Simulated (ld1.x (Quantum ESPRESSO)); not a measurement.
# Cutoff test, phosphorus, TM

* Element: phosphorus
* Generator: ld1.x (Quantum ESPRESSO) 7.5
* Type: norm-conserving Troullier–Martins (Kleinman–Bylander form)
* Functional: PBE
* Relativity: fully relativistic
* Frozen core: [Ne]
* Valence charge: 5
* Reference configuration: 3s2 3p2 (charge +1)
* Partial waves: 3s (bound): rc 1.15 bohr; 3p (bound): rc 1.70 bohr; 3d channel at 0.45 Ry: rc 1.65 bohr
* Local potential: all-electron potential smoothed inside 1.30 bohr (lloc = -1)
* Core correction: none

Open shells are filled in proportion to 2j + 1 (rel_dist='average').

The pseudo-atom Hamiltonian at the reference potential is diagonalised in spherical Bessel functions j_l(qr) that vanish at 20 bohr, with q² up to the cutoff. All-electron valence levels (Ry): 3s -1.7115, 3p1/2 -1.0480, 3p3/2 -1.0431.

Task: How do the lowest levels (Ry) of each channel move with the cutoff, and are there ghosts?

Result:

```json
{"cutoff (Ry)": "8", "s #1": "-1.5942", "p1/2 #1": "-1.0427", "p1/2 #2": "-0.2341", "p3/2 #1": "-1.0381", "p3/2 #2": "-0.2335", "d3/2 #1": "-0.2536", "d5/2 #1": "-0.2536", "d5/2 #2": "-0.0839", "f #1": "-0.0502", "f #2": "0.0469", "Σ f·Δε (mRy)": "244.8"}
{"cutoff (Ry)": "12", "s #1": "-1.6416", "p1/2 #1": "-1.0465", "p1/2 #2": "-0.2354", "p3/2 #1": "-1.0417", "p3/2 #2": "-0.2347", "d3/2 #1": "-0.2646", "d5/2 #1": "-0.2646", "d5/2 #2": "-0.0870", "f #1": "-0.0502", "f #2": "0.0469", "Σ f·Δε (mRy)": "142.6"}
{"cutoff (Ry)": "18", "s #1": "-1.6548", "p1/2 #1": "-1.0471", "p1/2 #2": "-0.2354", "p3/2 #1": "-1.0422", "p3/2 #2": "-0.2347", "d3/2 #1": "-0.2735", "d5/2 #1": "-0.2734", "d5/2 #2": "-0.0893", "f #1": "-0.0502", "f #2": "0.0468", "Σ f·Δε (mRy)": "115.1"}
{"cutoff (Ry)": "30", "s #1": "-1.6648", "p1/2 #1": "-1.0479", "p1/2 #2": "-0.2354", "p3/2 #1": "-1.0431", "p3/2 #2": "-0.2348", "d3/2 #1": "-0.2811", "d5/2 #1": "-0.2810", "d5/2 #2": "-0.0913", "f #1": "-0.0502", "f #2": "0.0468", "Σ f·Δε (mRy)": "93.5"}
{"cutoff (Ry)": "40", "s #1": "-1.6912", "p1/2 #1": "-1.0479", "p1/2 #2": "-0.2354", "p3/2 #1": "-1.0431", "p3/2 #2": "-0.2348", "d3/2 #1": "-0.2840", "d5/2 #1": "-0.2839", "d5/2 #2": "-0.0920", "f #1": "-0.0502", "f #2": "0.0468", "Σ f·Δε (mRy)": "40.6"}
{"cutoff (Ry)": "50", "s #1": "-1.7049", "p1/2 #1": "-1.0479", "p1/2 #2": "-0.2354", "p3/2 #1": "-1.0431", "p3/2 #2": "-0.2348", "d3/2 #1": "-0.2847", "d5/2 #1": "-0.2846", "d5/2 #2": "-0.0922", "f #1": "-0.0502", "f #2": "0.0468", "Σ f·Δε (mRy)": "13.2"}
{"cutoff (Ry)": "60", "s #1": "-1.7078", "p1/2 #1": "-1.0479", "p1/2 #2": "-0.2354", "p3/2 #1": "-1.0431", "p3/2 #2": "-0.2348", "d3/2 #1": "-0.2848", "d5/2 #1": "-0.2847", "d5/2 #2": "-0.0922", "f #1": "-0.0502", "f #2": "0.0468", "Σ f·Δε (mRy)": "7.4"}
{"cutoff (Ry)": "80", "s #1": "-1.7082", "p1/2 #1": "-1.0480", "p1/2 #2": "-0.2354", "p3/2 #1": "-1.0431", "p3/2 #2": "-0.2348", "d3/2 #1": "-0.2848", "d5/2 #1": "-0.2847", "d5/2 #2": "-0.0922", "f #1": "-0.0502", "f #2": "0.0468", "Σ f·Δε (mRy)": "6.5"}
{"cutoff (Ry)": "110", "s #1": "-1.7107", "p1/2 #1": "-1.0480", "p1/2 #2": "-0.2354", "p3/2 #1": "-1.0431", "p3/2 #2": "-0.2348", "d3/2 #1": "-0.2848", "d5/2 #1": "-0.2847", "d5/2 #2": "-0.0922", "f #1": "-0.0502", "f #2": "0.0468", "Σ f·Δε (mRy)": "1.5"}
{"cutoff (Ry)": "140", "s #1": "-1.7110", "p1/2 #1": "-1.0480", "p1/2 #2": "-0.2354", "p3/2 #1": "-1.0431", "p3/2 #2": "-0.2348", "d3/2 #1": "-0.2848", "d5/2 #1": "-0.2847", "d5/2 #2": "-0.0922", "f #1": "-0.0502", "f #2": "0.0468", "Σ f·Δε (mRy)": "1.0"}
{"cutoff (Ry)": "180", "s #1": "-1.7113", "p1/2 #1": "-1.0480", "p1/2 #2": "-0.2354", "p3/2 #1": "-1.0431", "p3/2 #2": "-0.2348", "d3/2 #1": "-0.2848", "d5/2 #1": "-0.2847", "d5/2 #2": "-0.0922", "f #1": "-0.0502", "f #2": "0.0468", "Σ f·Δε (mRy)": "0.4"}
{"cutoff (Ry)": "400", "s #1": "-1.7115", "p1/2 #1": "-1.0480", "p1/2 #2": "-0.2354", "p3/2 #1": "-1.0431", "p3/2 #2": "-0.2348", "d3/2 #1": "-0.2848", "d5/2 #1": "-0.2847", "d5/2 #2": "-0.0922", "f #1": "-0.0502", "f #2": "0.0468", "Σ f·Δε (mRy)": "0.0"}
```

Result: no extra level below or beside the all-electron valence levels (s, p1/2, p3/2, d3/2, d5/2, f tested); 10 mRy is reached at 55 Ry and 1 mRy at 140 Ry.
